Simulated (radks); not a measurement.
The numbers below are computed, except where a source is named.
Task: Numerical settings for the arsenic ion As+, [Ar] 3d10 4s2 4p2. Level of theory: scalar-relativistic Kohn-Sham, PBEsol, spin-polarised, spherical densities, finite nucleus; open shells are filled with parallel spins first; Fermi nuclear charge, rms radius 4.0968 fm (a radial shooting solver on a logarithmic mesh with Libxc functionals). The defaults (mesh step 0.008 in ln r, mesh end at 40 bohr or more with all orbitals vanishing there, Anderson mixing 0.5 over 9 steps, residual threshold near 1e-9 with the energy settled to 1e-9 hartree or 1e-11 of itself, here a cap of 60 iterations) give E = -2258.8904 hartree and 4p at -14.086 eV in 16 iterations. Times are rough (one thread of a shared host). One setting is changed at a time: mesh step in ln r 0.12; mesh step in ln r 0.2; mesh step in ln r 0.05; mesh end (bohr) 2; mesh end (bohr) 400; residual threshold 1e-16; residual threshold 0.1; mixing 1.5; linear mixing, mixing 0.2; linear mixing, mixing 0.8; mixing history 3; iteration cap 8. Which runs fail to converge, and which converge to a wrong energy?

Result: Not converged within the cap: mesh step in ln r 0.12; mesh step in ln r 0.2; residual threshold 1e-16; linear mixing, mixing 0.2; linear mixing, mixing 0.8; iteration cap 8. Settled on a wrong energy, with an occupied level pushed above zero by the early mesh end: mesh end (bohr) 2 (+6.77 hartree). Apart from these: no run marked as converged misses the energy by more than 1 mhartree.
